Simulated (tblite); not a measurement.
CBr₂F₂.
SMILES: `FC(F)(Br)Br`

Method: GFN2-xTB as coded in tblite; computed harmonic values from a numerical Hessian at the method's own geometry, unscaled. Against measured fundamentals such values can be off by several per cent, at times by over 20.

Harmonic wavenumbers (cm⁻¹): 139.4, 250.9, 271.4, 296.7, 321.3, 548.2, 653.3, 1040.6, 1098.9.

A = 3217, B = 1120, C = 969.7 MHz; mass 207.833 u (most abundant isotopes); point group C2v, symmetry number 2.

Problem. What is the zero-point energy?

Solution. Half the sum of the wavenumbers: 2310 cm⁻¹ = 27.64 kJ/mol.

Problem. What is S at 400 K and 1 bar for an ideal gas of classical rigid rotors and harmonic oscillators?

Solution. Translation 181.52, rotation 118.86, vibration 56.69: S = 357.1 J/(mol K).

Problem. And Cp and H(400 K) − H(0)?

Solution. Cp = 88.78 J/(mol K), of which vibrations give 55.53 (their classical limit is 9 R = 74.8); H(400 K) − H(0) = 25.95 kJ/mol without the zero-point energy, 12.64 from vibrations.

Problem. Blend soft modes into free rotors: weight 1/[1 + (100 cm⁻¹/ν̃)⁴] for the oscillator and the rest for a rotor with moment μB/(μ + B), μ = h/(8π²ν), B = 10⁻⁴⁴ kg m². What vibrational entropy results?

Solution. 56.21 J/(mol K) in place of 56.69, which changes −T·S at 400 K by +0.19 kJ/mol.

Problem. Which modes carry the vibrational entropy at 400 K?

Solution. 139.4 cm⁻¹: 14.14; 250.9 cm⁻¹: 9.44; 271.4 cm⁻¹: 8.84; 296.7 cm⁻¹: 8.16; 321.3 cm⁻¹: 7.56; 548.2 cm⁻¹: 3.90 J/(mol K); the other 3 give 4.65 together.

Problem. What must be added to the electronic energy to get the Gibbs energy at 400 K and 1 bar?

Solution. ZPE + [H(400 K) − H(0)] − T·S = 27.64 + 25.95 − 142.83 = -89.24 kJ/mol.

Hindered rotation and anharmonicity are outside this model.
